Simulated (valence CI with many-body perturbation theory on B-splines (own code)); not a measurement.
## Missing levels of Sm XLVIII

Level of theory: configuration interaction combined with many-body perturbation theory (CI+MBPT): five valence electrons over a frozen Dirac-Fock core [Ne], a basis of 11 s, 11 p, 10 d, 8 f, 5 g, 2 h functions for each j, with the one-electron correlation potential Σ1 (screened to all orders), the two-electron term Σ2, the three-electron term Σ3, Breit, model QED; selected single and double excitations, second order for the rest, scaled by the run's own slope (own B-spline code, finite nucleus).

The last digits are not significant, and no measured levels were compared; by estimate large intervals hold to a few tenths of a per cent, small ones and those within an open d or f shell to about a per cent. Among the levels kept, up to 3200 cm⁻¹ of a level comes from second order outside the variational space, and about a tenth of that is noise between levels of different J, which matters for small intervals.

| Level | E (cm⁻¹) |
| --- | --- |
| (3s^2 3p1/2^2 3p3/2) J=3/2 | 0 |
| (3s^2 3p1/2 3p3/2^2) J=3/2 | ? |
| (3s^2 3p1/2 3p3/2^2) J=5/2 | 1226100 |
| (3s^2 3p1/2 3p3/2^2) J=1/2 | 1323800 |
| (3s^2 3p1/2^2 3d3/2) J=3/2 | 1472000 |
| (3s^2 3p1/2^2 3d5/2) J=5/2 | 1822100 |
| (3s 3p1/2^2 3p3/2^2) J=5/2 | ? |
| (3s 3p1/2^2 3p3/2^2) J=3/2 | ? |
| (3s 3p1/2^2 3p3/2^2) J=1/2 | ? |
| (3s^2 3p3/2^3) J=3/2 | 2483500 |
| (3s^2 3p1/2 3p3/2 3d3/2) J=5/2 [a] | 2609000 |
| (3s^2 3p1/2 3p3/2 3d3/2) J=3/2 [a] | 2624600 |
| (3s^2 3p1/2 3p3/2 3d3/2) J=1/2 [a] | 2626900 |
| (3s^2 3p1/2 3p3/2 3d3/2) J=7/2 | 2687200 |
| (3s^2 3p1/2 3p3/2 3d3/2) J=5/2 [b] | 2875000 |
| (3s^2 3p1/2 3p3/2 3d5/2) J=7/2 [a] | ? |
| (3s^2 3p1/2 3p3/2 3d3/2) J=3/2 [b] | 2928400 |
| (3s^2 3p1/2 3p3/2 3d3/2) J=1/2 [b] | ? |
| (3s^2 3p1/2 3p3/2 3d5/2) J=3/2 [a] | 2947500 |
| (3s^2 3p1/2 3p3/2 3d5/2) J=9/2 | 2979400 |

Levels are named by their leading jj configuration (3d3/2^4 stands for four electrons in 3d with j = 3/2), which in mixed levels can hold well under half, so a name can repeat and another be missing. Letters in brackets count levels of one name in rising energy.

(1) The levels stand in rising order. What does the calculation give for the missing energies?

## Answers

(1) (3s^2 3p1/2 3p3/2^2) J=3/2 1147900; (3s 3p1/2^2 3p3/2^2) J=5/2 2223300; (3s 3p1/2^2 3p3/2^2) J=3/2 2414100; (3s 3p1/2^2 3p3/2^2) J=1/2 2414400; (3s^2 3p1/2 3p3/2 3d5/2) J=7/2 [a] 2895500; (3s^2 3p1/2 3p3/2 3d3/2) J=1/2 [b] 2930800.
